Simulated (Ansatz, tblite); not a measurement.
Cost and result up the ladder for W2O6⁺ (the lowest doublet isomer of a short search) (8 atoms). The state is a doublet with charge 1. Geometry: PBE-D4/def2-SVP.

```xyz
8

W    -1.2712    0.6166    0.3621
W     1.2712   -0.6166   -0.3620
O     1.4590   -2.0633   -1.2996
O     0.0333    0.6900   -1.0579
O     2.8405   -0.0222    0.0751
O    -2.8405    0.0222   -0.0751
O    -0.0333   -0.6900    1.0579
O    -1.4590    2.0632    1.2996
```

Ansatz on 4 threads of Arm Neoverse V1 on a shared host; xTB runs through tblite on one thread. Times are rough, summed over both states, and most runs start from the orbitals of an earlier one. PBE0-D4/def2-TZVP serves as the yardstick here, not as an exact answer. The other state is a quartet at its own geometry.

In the def2 sets W takes a core potential; there is no spin–orbit coupling. The xTB rows come from tblite. B3LYP takes the VWN-RPA correlation. HOMO above LUMO, or a gap near zero within one spin, warns that the state may not be the lowest or that an electron is smeared out. The structure comes from a short search, and lower isomers may exist.

Run but left out: HF/def2-TZVP, MP2/def2-TZVP (doublet: ⟨S²⟩ 1.12, where a pure state has 0.75).

xTB has no spin-polarisation term.

| level | functions | wall time |
| --- | --- | --- |
| GFN1-xTB | 42 | 0.017 s |
| GFN2-xTB | 42 | 0.024 s |
| LDA (SPW92)/def2-TZVP | 266 | 8.7 s |
| PBE-D4/def2-TZVP | 266 | 19 s |
| r2SCAN-D4/def2-TZVP | 266 | 42 s |
| B3LYP-D4/def2-TZVP (with forces) | 266 | 44 s |
| PBE0-D4/def2-TZVP | 266 | 70 s |

(1) Estimate what each level gives for the quartet − doublet (eV).

Answers

(1) 
```csv
level,quartet − doublet (eV),difference from PBE0-D4/def2-TZVP (eV),remarks
GFN1-xTB,5.18,3.14,–
GFN2-xTB,3.44,1.40,–
LDA (SPW92)/def2-TZVP,2.75,0.71,gap within one spin near zero (doublet)
PBE-D4/def2-TZVP,2.45,0.40,gap within one spin near zero (doublet)
r2SCAN-D4/def2-TZVP,2.34,0.29,gap within one spin near zero (doublet)
B3LYP-D4/def2-TZVP (with forces),2.09,0.05,–
PBE0-D4/def2-TZVP,2.05,0.00,–
```
